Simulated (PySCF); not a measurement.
PBE0 on Au (gold, neutral), [Xe] 4f14 5d10 6d1, 2D determinant (an excited configuration). All numbers are calculated (PySCF 2.14, scalar relativity through the core potential, in aug-cc-pwCVDZ-PP with ECP60MDF (6s6p5d3f, 70 functions)).

```
cycle= 1 E= -135.38735087563  delta_E= -0.00563  |g|= 0.0437  |ddm|= 0.236
cycle= 2 E= -135.387317565186  delta_E= 3.33e-05  |g|= 0.0474  |ddm|= 0.0661
cycle= 3 E= -135.38793809043  delta_E= -0.000621  |g|= 0.000911  |ddm|= 0.0315
cycle= 4 E= -135.387938946636  delta_E= -8.56e-07  |g|= 0.000205  |ddm|= 0.00349
cycle= 5 E= -135.387939045652  delta_E= -9.9e-08  |g|= 4.56e-05  |ddm|= 0.00159
cycle= 6 E= -135.387939054871  delta_E= -9.22e-09  |g|= 2.19e-05  |ddm|= 0.00044
cycle= 7 E= -135.387939060127  delta_E= -5.26e-09  |g|= 3.6e-06  |ddm|= 0.000592
cycle= 8 E= -135.387939060231  delta_E= -1.04e-10  |g|= 3.72e-07  |ddm|= 8.47e-05
converged SCF energy = -135.387939060231  <S^2> = 0.750027  2S+1 = 2.000027
```

Highest occupied orbital energy: 0.088 eV; ⟨L²⟩ = 6.00; populations by l: s 2.00, p 6.00, d 11.00, f 0.00.

Question: Can this result be used?

Answer: Not for this state. Self-consistency was reached. Energies and moments cover only the electrons outside the core potential. Spin-orbit coupling, absent here, splits the open shell strongly. The outer electron is Rydberg-like, and this basis confines it to a smaller radius and binds it less than a complete one would. At PBE0 the highest occupied level has a positive energy, so only the finite basis holds that electron; for this excited configuration the basis is too tight for the outer shell.
